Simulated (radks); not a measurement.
Values are calculated unless marked as measured or tabulated.
Q: The iron ion Fe+ is in [Ar] 3d6 4s1. Level of theory: scalar-relativistic Kohn-Sham, PBEsol, spin-polarised, spherical densities, finite nucleus; Fermi nuclear charge, rms radius of each element as measured or else 0.836 A^(1/3) + 0.57 fm (a radial shooting solver on a logarithmic mesh with Libxc functionals). Open shells are filled with parallel spins first. One electron is removed from 3p, 3s, 3d, 4s in turn, with full relaxation. Which removal costs least, and what does each cost?

A: 4s 16.823 eV; 3d 20.413 eV; 3p 73.666 eV; 3s 107.63 eV. The 4s electron leaves first.
